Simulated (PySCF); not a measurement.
Assigning NMR signals

Numbering as in the mapped SMILES `[CH3:1][CH:2]([CH3:3])[S:4]([CH3:5])(=[O:6])=[O:7]`. Each H is labelled by its parent atom.

- NMR shieldings at B97-2/pcSseg-2/GIAO
- coordinates at the PBE0-D3(BJ)/def2-TZVP level
- program: PySCF
- non-relativistic, averaged over atoms made equivalent by symmetry, fast rotation or ring inversion, one computed conformer, isolated molecule

Chemical shifts δ = σref − σ; TMS for 13C (σref 185.38) and 1H (σref 31.64), all at this level.

Task: Assign these signals to the numbered atoms. 13C{1H} NMR (computed): δ 58.6, 38.7, 16.9.

Result: 
58.6 → C2, sp3 CH bonded to S
38.7 → C5, methyl carbon bonded to S
16.9 → C1/C3, methyl carbon: aliphatic region, no heteroatom directly attached

Task: Assign these signals to the numbered atoms. 1H NMR (400 MHz, computed): δ 2.72 (sept, 1H), 2.42 (s, 3H), 1.29 (d, 6H).

Result: 
2.72 → H(C2), hydrogen on an sp3 CH bonded to S
2.42 → H(C5), hydrogen on a methyl carbon bonded to S
1.29 → H(C1)/H(C3), hydrogen on a methyl carbon

Shifts are as computed. Against solution values, carbons near 30 ppm lie about +3 ppm off and those near 130 ppm about +7 ppm. Of 1309 compounds with measured shifts, 239 miss one by over three times the rms of a fit or turn the order of signals round; such compounds aren't used in these exercises. No couplings were computed; multiplicities are counted from neighbouring protons, with m where these are inequivalent, close in shift, in a saturated or five-membered ring or joined by F or P, and br s for small geminal =CH2 splittings.
